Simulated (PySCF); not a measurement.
**What PySCF settings do for F⁺**

Base input, run as `OMP_NUM_THREADS=1 python input.py` with PySCF 2.14:

```python
from pyscf import gto, scf, cc

mol = gto.M(
    atom='F 0 0 0',
    basis='pcseg-1',
    charge=1,
    spin=2,
    verbose=4,
)
mf = scf.UHF(mol)
mf = mf.density_fit(auxbasis='def2-universal-jkfit')
mf.kernel()
mycc = cc.CCSD(mf, frozen=1)
mycc.kernel()
e = mycc.ipccsd(nroots=5)[0]
print('roots (eV) =', (e*27.211386).round(3))
mf.dip_moment()
print('orbital energies (hartree):', [e[max(0, n-3):n+3].round(4) for e, n in zip(mf.mo_energy, mol.nelec)])
```

Base result: E(SCF) = -98.758161 Eh, 8 cycles, E(CCSD) − E(SCF) = -0.10255 Eh, ⟨S²⟩ = 2.004, ionisation roots 34.004, 35.502, 39.229, 39.229, 40.060 eV. No search for the lowest solution was made.

It ran on AMD EPYC 7R43 64-Core (1 thread, shared host) in 1.9 s, peak memory 0.1 GiB.

Each row names what differs from the base; energies in brackets are changes from the base.

| change | result | wall time (s) |
| --- | --- | --- |
| frozen orbitals: 1 → 4 [unsound on purpose] | stops with ValueError (negative dimensions are not allowed) after the SCF | 0.97 |
| spin (2S): 2 → 0 | E(SCF) = -98.599661 Eh (+4.3130 eV), 6 cycles, E(CCSD) − E(SCF) = -0.14881 Eh, ionisation roots 34.029, 36.437, 36.437, 36.437, 36.437 eV | 2.3 |
| step after the SCF: eomip → polarizability | E(SCF) = -98.758161 Eh (+0.0000 eV), 8 cycles, ⟨S²⟩ = 2.004, α(xx, yy, zz) = 1.3, 0.9, 1.3 bohr³ | 0.94 |
| spin (2S): 2 → 4 [a high spin state] | E(SCF) = -97.464650 Eh (+35.1982 eV), 7 cycles, E(CCSD) − E(SCF) = -0.07930 Eh, ⟨S²⟩ = 6.004, ionisation roots -1.771, 18.476, 18.510, 18.510, 46.942 eV | 2.1 |
| basis set: pcseg-1 → def2-svp | E(SCF) = -98.704380 Eh (+1.4635 eV), 8 cycles, E(CCSD) − E(SCF) = -0.10909 Eh, ⟨S²⟩ = 2.004, ionisation roots 34.300, 35.819, 39.522, 39.522, 40.407 eV | 1.8 |
| DIIS space: default → 20 | E(SCF) = -98.758161 Eh (+0.0000 eV), 8 cycles, E(CCSD) − E(SCF) = -0.10255 Eh, ⟨S²⟩ = 2.004, ionisation roots 34.004, 35.502, 39.229, 39.229, 40.060 eV | 1.8 |
| cycle limit: 50 → 2 [unsound on purpose] | not converged: SCF after 2 cycles | 1.6 |
| PCM solvent, dielectric constant: none → 2.27; step after the SCF: eomip → analyze | E(SCF) = -98.842412 Eh (-2.2926 eV), 8 cycles, ⟨S²⟩ = 2.004 | 1.2 |
| spin (2S): 2 → 10 [unsound on purpose] | stops with AssertionError | 0.96 |
| number of roots: 5 → 15 | E(SCF) = -98.758161 Eh (+0.0000 eV), 8 cycles, E(CCSD) − E(SCF) = -0.10255 Eh, ⟨S²⟩ = 2.004, ionisation roots 34.004, 35.502, 39.229, 39.229, 40.060, 41.346, 41.346, 42.436, 42.436, 44.714, 53.167, 54.739, 55.917, 55.917, 58.990 eV | 1.9 |
| basis set: pcseg-1 → cc-pvdz | E(SCF) = -98.800476 Eh (-1.1514 eV), 8 cycles, E(CCSD) − E(SCF) = -0.11237 Eh, ⟨S²⟩ = 2.004, ionisation roots 34.185, 35.700, 39.389, 39.389, 40.276 eV | 1.9 |
| step after the SCF: eomip → ccsd(t) | E(SCF) = -98.758161 Eh (+0.0000 eV), 8 cycles, E(CCSD) − E(SCF) = -0.10255 Eh, (T) = -0.00091 Eh, ⟨S²⟩ = 2.004 | 1.6 |
| step after the SCF: eomip → tda; number of roots: 5 → 3 | E(SCF) = -98.758161 Eh (+0.0000 eV), 8 cycles, ⟨S²⟩ = 2.004, first excitations without spin–orbit coupling 0.20, 0.20, 21.27 eV | 0.89 |
| spin (2S): 2 → 6 | stops with ValueError (All chunk dimensions must be positive (all chunk dimensions must be positive)) after the SCF | 0.96 |
| basis set: pcseg-1 → cc-pcvtz | E(SCF) = -98.830562 Eh (-1.9701 eV), 8 cycles, E(CCSD) − E(SCF) = -0.16401 Eh, ⟨S²⟩ = 2.005, ionisation roots 34.653, 36.257, 39.714, 39.714, 40.940 eV | 5.1 |
| basis set: pcseg-1 → cc-pvtz-f13 [unsound on purpose] | stops with BasisNotFoundError (cc-pvtz-f13) | 1 |
| functional: none (Hartree–Fock) → pbe; SCF type: UHF → UKS; step after the SCF: eomip → analyze | E(SCF) = -98.956546 Eh, 6 cycles, ⟨S²⟩ = 2.002 | 1.4 |
| SCF type: UHF → RHF [runs as restricted open-shell] | E(SCF) = -98.752706 Eh (+0.1485 eV), 6 cycles, E(CCSD) − E(SCF) = -0.10789 Eh, ionisation roots 34.010, 35.468, 39.216, 40.014, 41.268 eV | 2.1 |
